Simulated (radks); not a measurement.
Q: Species: W16+. Configuration: [Kr] 4d10 4f10.75 5s1 5d0.25 (fractional occupations, a model configuration). Method: scalar-relativistic Kohn-Sham, exchange-only LDA, spin-polarised, spherical densities, finite nucleus; open shells are filled with parallel spins first (spin-orbit coupling, left out, can overturn this in heavy ions); Fermi nuclear charge, rms radius 5.3658 fm; computed with a radial shooting solver on a logarithmic mesh with Libxc functionals. Some entries of the table are withheld. Estimate them.

orbital  occ.  eigenvalue (eV)  <r^2> (bohr^2)
1s up       1        -69779.31       0.0004637
1s down     1        -69779.07       0.0004637
2s up       1        -12347.75        0.007129
2s down     1        -12347.43        0.007129
2p up       3        -10852.00        0.005894
2p down     3        -10851.73        0.005894
3s up       1        -3123.993         0.04629
3s down     1        -3121.309         0.04624
3p up       3        -2680.753         0.04701
3p down     3        -2678.061         0.04696
3d up       5        -2169.052         0.03897
3d down     5        -2166.911         0.03891
4s up       1        -923.7492          0.2237
4s down     1        -919.0152          0.2237
4p up       3        -776.2752          0.2518
4p down     3        -771.6047          0.2518
4d up       5        -589.1240          0.2834
4d down     5        -584.4226          0.2832
5s up       1        -382.1467          0.9381
4f up       7        -379.3612          0.3264
5s down     0        -376.5526          0.9386
4f down  3.75        -374.3539          0.3258
5p up       0        -333.5308           1.097
5p down     0        -327.9398           1.101
5d up    0.25              (1)           1.371
5d down     0              (2)           1.384
6s up       0        -211.5026           2.794
6s down     0        -208.1449           2.846

A: 
(1) 5d up eigenvalue (eV): -269.4235
(2) 5d down eigenvalue (eV): -264.0438
